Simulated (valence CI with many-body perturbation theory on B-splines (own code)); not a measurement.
# Basis-set convergence for Ti15+

Computed by valence CI with perturbative core correlation (CI+MBPT): five valence electrons over a frozen Dirac-Fock core [He], a basis of 9 s, 9 p, 8 d, 6 f, 3 g, 1 h functions for each j, with the one-electron correlation potential Σ1 (screened to all orders), the two-electron term Σ2, the three-electron term Σ3, Breit, model QED; selected single and double excitations, second order for the rest, scaled by the run's own slope (own B-spline code, finite nucleus).

No measured spectrum was set against this ion. As an estimate, levels of excited configurations hold to 0.05 to 0.15 % of their energy, terms of the ground configuration to about 0.5 %. Among the levels kept, up to 3500 cm⁻¹ of a level comes from second order outside the variational space, and about a tenth of that is noise between levels of different J, which matters for small intervals.

The reference run has the lowest level 2s²2p³ ⁴S°_3/2 and an ionisation energy of 1041.88 eV. Its largest variational space holds 27186 state functions.

Changed runs:
A. basis 6 s, 6 p, 5 d, 3 f, 1 g
B. basis 5 s, 5 p, 4 d, 2 f

Excitation energies of the reference run in cm⁻¹, and shifts in cm⁻¹:

| Level | Reference | A | B |
| --- | --- | --- | --- |
| 2s²2p³ ²D°_3/2 | 116366 | +243 | +746 |
| 2s²2p³ ²D°_5/2 | 130996 | +257 | +752 |
| 2s²2p³ ²P°_1/2 | 198111 | +275 | +861 |
| 2s²2p³ ²P°_3/2 | 219657 | +262 | +817 |
| 2s2p⁴ ⁴P_5/2 | 589301 | +90 | +260 |
| 2s2p⁴ ⁴P_3/2 | 620709 | +75 | +239 |
| 2s2p⁴ ⁴P_1/2 | 633942 | +68 | +239 |
| 2s2p⁴ ²D_3/2 | 813688 | +347 | +1068 |
| 2s2p⁴ ²D_5/2 | 817787 | +357 | +1073 |
| 2s2p⁴ ²S_1/2 | 940720 | +412 | +1328 |
| 2s2p⁴ ²P_3/2 | 977441 | +393 | +1227 |
| 2s2p⁴ ²P_1/2 | 1021390 | +375 | +1221 |
| Ionisation energy (eV) | 1041.88 | -0.021 | -0.07 |
